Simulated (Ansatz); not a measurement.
# H9NO2Si3: where a starting geometry ends

The starting geometry of this gas-phase triplet was optimised with GFN2-xTB as a singlet; its bonds are those of `N[SiH2]O[SiH2]O[SiH3]`.

```csv
atom,x (Å),y (Å),z (Å)
N,-0.6535,-1.3274,0.5069
O,1.7753,-0.4861,-0.3269
O,0.5391,0.4317,-2.5154
Si,0.8720,-0.7062,1.0021
Si,1.9516,0.0178,-1.8469
Si,-1.0601,0.6772,-2.4770
H,-0.6882,-1.9718,-0.2666
H,-1.3491,-1.5638,1.1937
H,1.7258,-1.5947,1.7971
H,0.6054,0.5770,1.6481
H,2.7723,1.2196,-1.8210
H,2.4504,-1.1221,-2.6040
H,-1.2977,1.5202,-3.6489
H,-1.7186,-0.6251,-2.6094
H,-1.4353,1.3398,-1.2307
```

Predict what becomes of its bonds when it is optimised with PBE0-D3(BJ)/def2-SVP.

It loosens into H7O2Si3 + H2N, which stay close as a complex. Contacts that open: N1–Si4 (1.72 → 3.11 Å).

The energy falls by 2.43 eV over 64 steps:

```json
{"step": "1", "E − E(last) (eV)": "2.434"}
{"step": "8", "E − E(last) (eV)": "0.499"}
{"step": "15", "E − E(last) (eV)": "0.172"}
{"step": "22", "E − E(last) (eV)": "0.041"}
{"step": "29", "E − E(last) (eV)": "0.012"}
{"step": "36", "E − E(last) (eV)": "0.008"}
{"step": "43", "E − E(last) (eV)": "0.002"}
{"step": "50", "E − E(last) (eV)": "0.000"}
{"step": "57", "E − E(last) (eV)": "0.000"}
{"step": "64", "E − E(last) (eV)": "0.000"}
```

Final geometry (Å):

```yaml
atoms:
  - { symbol: N, position_ang: [-0.6357, -1.7994, -0.5062] }
  - { symbol: O, position_ang: [2.0176, -0.1564, -0.0862] }
  - { symbol: O, position_ang: [0.5446, 0.5164, -2.2948] }
  - { symbol: Si, position_ang: [1.2810, -0.2722, 1.4016] }
  - { symbol: Si, position_ang: [1.7672, -0.4152, -1.6980] }
  - { symbol: Si, position_ang: [-1.0376, 0.9761, -2.1245] }
  - { symbol: H, position_ang: [-1.3116, -2.1178, -1.2178] }
  - { symbol: H, position_ang: [-0.4663, -2.6422, 0.0632] }
  - { symbol: H, position_ang: [2.3047, 0.1266, 2.4224] }
  - { symbol: H, position_ang: [0.0963, 0.6420, 1.4879] }
  - { symbol: H, position_ang: [3.0087, 0.0033, -2.3969] }
  - { symbol: H, position_ang: [1.4954, -1.8613, -1.9597] }
  - { symbol: H, position_ang: [-1.2560, 2.1731, -2.9863] }
  - { symbol: H, position_ang: [-1.9573, -0.1075, -2.5930] }
  - { symbol: H, position_ang: [-1.3617, 1.3205, -0.7105] }
```

The end wasn't checked by frequencies. Open shells are spin-unrestricted. The triplet needn't be the ground state. Run with Ansatz 0.2.0, 5.2 min on 4 threads of Arm Neoverse V2, on a shared host.
